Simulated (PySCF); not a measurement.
Constitutional and geometric isomers with formula C2H7NO. Isolated molecules, 0 K electronic values unless said otherwise. One relaxed conformer stands for each flexible species; it need not be the lowest. Strings in code marks are SMILES.

The numbers are results of PySCF with PBE0-D3(BJ)/def2-TZVP, not measurements. 

```csv
species,HOMO–LUMO gap (eV),HOMO (eV)
`O(CN)C`,8.32,-7.24
"`CNCO` (C–N–C–O torsion 57°, N–C–O–H torsion 71°)",…,-6.74
`C[C@@H](N)O`,8.26,-7.25
```

**Question.** Fill in the missing entries.

**Answer.** 
- `CNCO` (C–N–C–O torsion 57°, N–C–O–H torsion 71°), HOMO–LUMO gap (eV): 7.59
